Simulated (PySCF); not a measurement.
Structure from NMR data

Molecular formula: C5H10O2. Simulated spectra:

1H NMR (500 MHz, computed): δ 3.86 (s, 3H), 2.32 (t, 2H), 1.74 (m, 2H), 0.92 (t, 3H).

13C{1H} NMR (computed): δ 181.2 (C), 53.2 (CH3), 40.3 (CH2), 24.5 (CH2), 15.8 (CH3).

Method: GFN2-xTB geometry, PBE0/pcSseg-1 with gauge-including orbitals, in PySCF 2.14 (gas phase, rapidly exchanging positions averaged, non-relativistic Hamiltonian, a single conformation).

References, each an isolated molecule treated in the same way: TMS for 1H (31.72 ppm) and 13C (186.93 ppm).

**Question.** Which of these isomers gave the spectra?
A. CCCC(=O)OC
B. C=CC(OC)OC
C. C=C(CCO)OC

**Answer.** A. 

1. Rings plus π bonds: 1 (no ring in the answer).
2. 5 carbon signals for 5 carbons: no two carbons are equivalent.
3. Carbon types of the structure: 1 × C, 2 × CH2, 2 × CH3, which accounts for all hydrogens.
4. δC 181.2: ester carbonyl carbon; lone-pair donation from the attached heteroatom keeps it upfield of a ketone carbonyl.
5. δC 53.2: methyl carbon bonded to O; the inductive effect lowers its shielding.
6. δC 15.8: methyl carbon; aliphatic region, no heteroatom directly attached.
7. δH 3.86: hydrogen on a methyl carbon bonded to O; its carbon carries O, which withdraws density.
8. δH 0.92: hydrogen on a methyl carbon; far from electronegative atoms and π systems.

The others: C=CC(OC)OC would give 4 carbon signals, not 5; C=C(CCO)OC would give 5 signals for carbon-bound and other non-exchanging H, not 4.

Shifts are as computed. Against solution values, carbons near 30 ppm lie about +3 ppm off and those near 130 ppm about +5 ppm. Of 1211 compounds with measured shifts, 218 miss one by over three times the rms of a fit or turn the order of signals round; such compounds aren't used in these exercises. No couplings were computed; multiplicities are counted from neighbouring protons, with m where these are inequivalent, close in shift, in a saturated or five-membered ring or joined by F or P, and br s for small geminal =CH2 splittings.
